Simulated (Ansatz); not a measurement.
Reactions of ClH7N2OSi2, SMILES `N[SiH](O)[SiH](N)Cl`.

Gas-phase electronic energies from Ansatz, PBE0-D4/def2-TZVP geometries. CCSD(T)/CBS is the MP2 limit (def2-TZVPP, def2-QZVPP) plus CCSD(T) − MP2 in def2-TZVPP, frozen cores. This one scheme is used for every species, atoms too. DFT in def2-TZVPP. No spin–orbit coupling; open shells (•) take unrestricted orbitals. Spin–orbit coupling would lower the free atoms: a little for Cl, O, Si. Each species was taken in one conformer, which may not be the lowest.

```json
{"reaction": "`N[Si@H](Cl)[Si@@H](N)O` + HCl → `N[Si@@H](Cl)[Si@@H](N)Cl` + H₂O", "B2PLYP (eV)": "-0.07", "ωB97X-V (eV)": "-0.10", "CCSD(T)/CBS(def2) (eV)": "-0.13"}
{"reaction": "`N[Si@H](Cl)[Si@@H](N)O` → `N[SiH](O)Cl` + `N[SiH]`", "B2PLYP (eV)": "1.39", "ωB97X-V (eV)": "1.63", "CCSD(T)/CBS(def2) (eV)": "1.51"}
{"reaction": "`N[Si@H](Cl)[Si@@H](N)O` → Cl• + 7 H• + 2 N• + O• + 2 Si•", "B2PLYP (eV)": "46.39", "ωB97X-V (eV)": "47.39", "CCSD(T)/CBS(def2) (eV)": "47.20"}
{"reaction": "`N[Si@H](Cl)[Si@@H](N)O` + `O[SiH2][SiH3]` → `N[SiH](O)Cl` + `N[SiH](O)[SiH2][SiH3]`", "B2PLYP (eV)": "-0.41", "ωB97X-V (eV)": "-0.40", "CCSD(T)/CBS(def2) (eV)": "-0.43"}
{"reaction": "`N[Si@H](Cl)[Si@@H](N)O` → `N[SiH](N)O` + `[SiH]Cl`", "B2PLYP (eV)": "1.75", "ωB97X-V (eV)": "2.01", "CCSD(T)/CBS(def2) (eV)": "1.86"}
{"reaction": "`N[Si@H](Cl)[Si@@H](N)O` + H₂O → `N[Si@H](O)[Si@H](N)O` + HCl", "B2PLYP (eV)": "0.14", "ωB97X-V (eV)": "0.18", "CCSD(T)/CBS(def2) (eV)": "0.20"}
{"reaction": "`N[Si@H](Cl)[Si@@H](N)O` + H–F → `N[Si@H](Cl)[Si@@H](N)F` + H₂O", "B2PLYP (eV)": "-0.48", "ωB97X-V (eV)": "-0.47", "CCSD(T)/CBS(def2) (eV)": "-0.45"}
{"reaction": "`N[Si@H](Cl)[Si@@H](N)O` → `N[SiH](N)Cl` + `O[SiH]`", "B2PLYP (eV)": "1.70", "ωB97X-V (eV)": "1.92", "CCSD(T)/CBS(def2) (eV)": "1.80"}
```

Largest T1 diagnostic: 0.016, for `O[SiH]`.
